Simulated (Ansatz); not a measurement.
Relaxation of Al2Cl2H4O (9 atoms, charge 0, multiplicity 1), to a largest force component of 0.03 eV/Å in at most 50 steps.

Theory: Ansatz, RKS B3LYP-D4/def2-SVP.

```xyz
9
Properties=species:S:1:pos:R:3:forces:R:3
Al 0.202 0.165 -0.114 0.01 -0.65 0.22
H -0.248 0.035 1.375 -0.06 0.44 0.00
Cl 1.803 1.310 -0.801 0.00 0.01 -0.01
Cl -0.998 -0.860 -1.566 0.04 0.02 0.00
O 0.238 -2.528 1.103 -0.28 1.21 0.12
Al -0.948 -3.225 0.025 0.10 0.00 0.01
H -0.323 -4.209 -1.032 -0.01 -0.02 -0.03
H -2.482 -3.106 0.371 -0.04 -0.01 0.05
H -0.016 -1.793 1.710 0.23 -1.00 -0.38
```

Where does it end, and by what steps?

The run converged. The force dipped under the threshold on the way, but the program's further checks kept it going. After 17 steps the energy has fallen by 1.766 eV; Cl3 moved furthest, 1.10 Å. Joined: Al1–O5 (2.95 → 1.85 Å).

| step | energy less start (eV) | largest force component (eV/Å) | accepted |
| --- | --- | --- | --- |
| 0 | 0.0000 | 1.208 | yes |
| 1 | -0.2137 | 1.658 | yes |
| 2 | -0.6217 | 2.382 | yes |
| 3 | -1.2027 | 1.488 | yes |
| 4 | -1.5144 | 0.956 | yes |
| 5 | -1.6348 | 0.909 | yes |
| 6 | -1.7014 | 0.453 | yes |
| 7 | -1.7193 | 0.325 | yes |
| 8 | -1.7397 | 0.480 | yes |
| 9 | -1.7596 | 0.130 | yes |
| 10 | -1.7624 | 0.021 | yes |
| 11 | -1.7620 | 0.359 | no |
| 12 | -1.7624 | 0.224 | no |
| 13 | -1.7631 | 0.015 | yes |
| 14 | -1.7640 | 0.216 | yes |
| 15 | -1.7653 | 0.084 | yes |
| 16 | -1.7657 | 0.026 | yes |
| 17 | -1.7660 | 0.024 | yes |

```xyz
9
Properties=species:S:1:pos:R:3
Al 0.027 -0.132 0.257
H -0.740 0.916 1.129
Cl 1.976 0.283 -0.461
Cl -1.328 -0.962 -1.415
O 0.020 -1.867 0.911
Al -1.009 -2.959 -0.217
H -0.075 -3.943 -1.021
H -2.390 -3.340 0.438
H 0.748 -2.206 1.449
```

Whether the end is a true minimum wasn't checked by a vibrational analysis.

Run time: 30 s on 2 threads of Intel(R) Xeon(R) 6975P-C (Granite Rapids), on a shared host, peak memory 0.27 GiB.
